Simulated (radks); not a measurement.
Question: Radial electron density D(r) = 4 pi r^2 rho(r) of an atom or ion with 11 electrons. Method: Dirac Kohn-Sham, PBE, spin-unpolarised, spherical densities, finite nucleus; Fermi nuclear charge, rms radius of each element as measured or else 0.836 A^(1/3) + 0.57 fm; computed with a radial shooting solver on a logarithmic mesh with Libxc functionals.

```
   r/bohr * D(r) (the largest magnitude, 97.3, reaches the edge; | marks zero)
 0.001188 |  *
 0.001319 |   *
 0.001475 |    *
 0.001637 |    *
 0.001831 |     *
 0.002031 |       *
 0.002272 |        *
 0.002521 |         *
  0.00282 |           *
 0.003129 |             *
   0.0035 |               *
 0.003883 |                  *
 0.004343 |                    *
 0.004819 |                       *
  0.00539 |                          *
 0.005981 |                             *
  0.00669 |                                 *
 0.007423 |                                    *
 0.008237 |                                       *
 0.009213 |                                          *
  0.01022 |                                            *
  0.01143 |                                              *
  0.01269 |                                                *
  0.01419 |                                                *
  0.01575 |                                                *
  0.01761 |                                               *
  0.01954 |                                             *
  0.02186 |                                           *
  0.02426 |                                          *
  0.02713 |                                        *
   0.0301 |                                       *
  0.03367 |                                       *
  0.03736 |                                        *
  0.04179 |                                           *
  0.04637 |                                              *
  0.05186 |                                                  *
  0.05755 |                                                     *
  0.06437 |                                                      *
  0.07142 |                                                     *
  0.07925 |                                                  *
  0.08864 |                                           *
  0.09836 |                                    *
     0.11 |                           *
   0.1221 |                    *
   0.1365 |             *
   0.1515 |         *
   0.1695 |      *
    0.188 |    *
   0.2103 |   *
   0.2334 |  *
    0.261 |  *
   0.2896 | *
    0.324 |*
   0.3595 *
   0.4021 *
   0.4461 *
    0.499 *
   0.5537 *
   0.6193 *
   0.6872 *
```

What is the nuclear charge?

Answer: Z = 65. The innermost maximum, from 1s, lies near gamma/Z bohr with gamma = sqrt(1 - (Z/c)^2) = 0.880, here 0.0135 bohr (found: 0.0145), and its height grows with Z. The density is that of the terbium ion Tb54+ in [Ne] 3s1; the configuration itself is not fixed sharply by these data, and Z only to a few units. D(r) has 2 maxima, at r = 0.0145, 0.0649 bohr, and minima at 0.0313 bohr, inside which lie 2.11 electrons.
